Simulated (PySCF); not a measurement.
A geometry optimisation on `[NH3]->[Mn+](<-[NH3])(<-[NH3])(<-[NH3])([F])[F]` (cis-[MnF2(NH3)4]+) [quintet].

Computed with PBE0-D3(BJ)/def2-SVP geometry optimisation, gas phase (PySCF 2.14.0). Start geometry: GFN2-xTB. The input is one job of a driver script: a line of settings, then coordinates in Å.

Command:
```bash
OMP_NUM_THREADS=1 python probes_run.py task.json out
```

Input:
```
{"job": {"xc": "PBE0", "basis": "def2-SVP", "d3": "d3bj", "grid": 1, "maxiter": 40, "shake": 0.03, "kind": "geom"}, "charge": 1, "multiplicity": 5}
Mn     0.375580    -0.078850     0.337920
F      0.175980    -0.021470     2.065930
N      0.301620     0.014300    -1.926620
H      1.451760     0.180630    -2.119040
H     -0.163440     0.742750    -2.401840
H      0.095670    -0.844520    -2.354110
F      2.090630    -0.009470     0.219420
N     -1.862090     0.000990     0.347270
H     -2.135840    -0.392020     1.337920
H     -2.426640    -0.569650    -0.298450
H     -2.327300     0.917300     0.382930
N      0.505560     2.489960     0.506130
H      1.401580     2.662830     0.321860
H      0.258910     2.664260     1.494060
H     -0.016540     3.164550    -0.045480
N      0.478330    -2.450550     0.489890
H     -0.113090    -3.158130     0.036130
H      0.414260    -2.606630     1.493030
H      1.432320    -2.712840     0.197640
```

Output:
```
step   0  E = -1575.72635921  max force = 0.110382
step   1  E = -1575.76550049  max force = 0.017176
step   2  E = -1575.76850364  max force = 0.008800
step   3  E = -1575.76931825  max force = 0.002979
step   4  E = -1575.76964928  max force = 0.001600
step   5  E = -1575.76983754  max force = 0.001414
step   6  E = -1575.76993685  max force = 0.001121
step   7  E = -1575.76996730  max force = 0.000768
step   8  E = -1575.77000758  max force = 0.000820
step   9  E = -1575.77004915  max force = 0.001503
step  10  E = -1575.77010720  max force = 0.001927
step  11  E = -1575.77018584  max force = 0.001412
step  12  E = -1575.77030579  max force = 0.000809
step  13  E = -1575.77034406  max force = 0.000752
step  14  E = -1575.77038015  max force = 0.000677
step  15  E = -1575.77040288  max force = 0.000671
step  16  E = -1575.77042192  max force = 0.000538
step  17  E = -1575.77043117  max force = 0.000400
optimisation converged
```

Energies in Eh; «max force» is the largest Cartesian gradient component in Eh/bohr.

Give the first gradient maximum in eV/Å.

With 1 Eh/bohr = 51.422 eV/Å, 5.676 eV/Å.

How much energy does the optimisation release, in kcal/mol?

E(step 0) − E(last step) = 0.044072 Eh, which is 27.7 kcal/mol.

Summary of the converged run: final energy -1575.77043 Eh after 17 steps.

Where do the atoms end?

0.217 Å rms from the input after alignment:
```
atom  x, y, z in Å
Mn1    0.2352   -0.0025    0.3115
F2    -0.1013   -0.0087    2.0566
N3     0.5501    0.0085   -1.7691
H4     1.5751    0.0279   -1.7733
H5     0.2264    0.8254   -2.2900
H6     0.2588   -0.8195   -2.2918
F7     2.0110    0.0088    0.3933
N8    -1.8588   -0.0081    0.1171
H9    -2.1204   -0.0480    1.1074
H10   -2.2925   -0.8082   -0.3469
H11   -2.2839    0.8345   -0.2742
N12    0.3648    2.2996    0.5011
H13    1.3827    2.4023    0.5091
H14    0.0756    2.4261    1.4737
H15   -0.0115    3.0852   -0.0298
N16    0.3930   -2.3024    0.4859
H17   -0.0655   -3.0859    0.0204
H18    0.1971   -2.3930    1.4859
H19    1.4012   -2.4485    0.3976
```

On one thread, Intel Xeon 6975P-C (x86_64), on a shared host, this took 5.5 min and 0.86 GiB of memory at its peak.
Labels such as C1 count atoms from 1, the log's own numbers from 0.

Caution for open-shell metal species: one SCF solution and one stationary point were followed, and a lower state or a bent or distorted shape isn't ruled out.
